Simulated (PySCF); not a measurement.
Geometry (Å), atoms numbered from 1 in this order:
```xyz
11

F     2.196   -1.161   -1.154
C     1.105   -0.680   -0.575
C     0.928    0.704   -0.541
C    -0.227    1.175    0.070
C    -1.133    0.259    0.609
C    -0.833   -1.096    0.508
N     0.272   -1.557   -0.078
H     1.676    1.366   -0.981
H    -0.418    2.249    0.127
H    -2.051    0.589    1.098
H    -1.515   -1.849    0.918
```

One conformer, non-relativistic, no solvent. Geometry: PBE0-D3(BJ)/def2-SVP; NMR shieldings at PBE0/pcSseg-1/GIAO; PySCF 2.14.0 with density-fitted response routines.

Shifts are taken against calculated references (same method and geometry level): TMS for 13C (184.41 ppm).

Task: Do the 13C shifts follow the atomic charges (in e)? Tabulate both.

Result: 
```tsv
atoms	hybridisation	δ (ppm)	σ para (ppm)	Hirshfeld	IAO	Mulliken	ESP-fitted
C2	sp2	170.5	-235	+0.15	+0.42	+0.53	+0.93
C6	sp2	154.6	-221	+0.03	-0.00	+0.14	+0.50
C4	sp2	145.8	-215	-0.02	-0.11	-0.01	+0.31
C5	sp2	125.3	-198	-0.06	-0.19	-0.20	-0.65
C3	sp2	114.0	-187	-0.07	-0.22	-0.24	-0.70
```

Correlation coefficients of δ with charge over these carbons: Hirshfeld +0.92, IAO +0.89, Mulliken +0.95, ESP-fitted +0.98; with the paramagnetic shielding -1.00. With so few points these coefficients are fragile. Charge is one influence among several: hybridisation and low-lying excitations act through the paramagnetic term.

Shifts are as computed. Against solution values, carbons near 30 ppm lie about +2 ppm off and those near 130 ppm about +4 ppm. Of 246 compounds with measured shifts, 49 miss one by over three times the rms of a fit or turn the order of signals round; such compounds aren't used in these exercises.
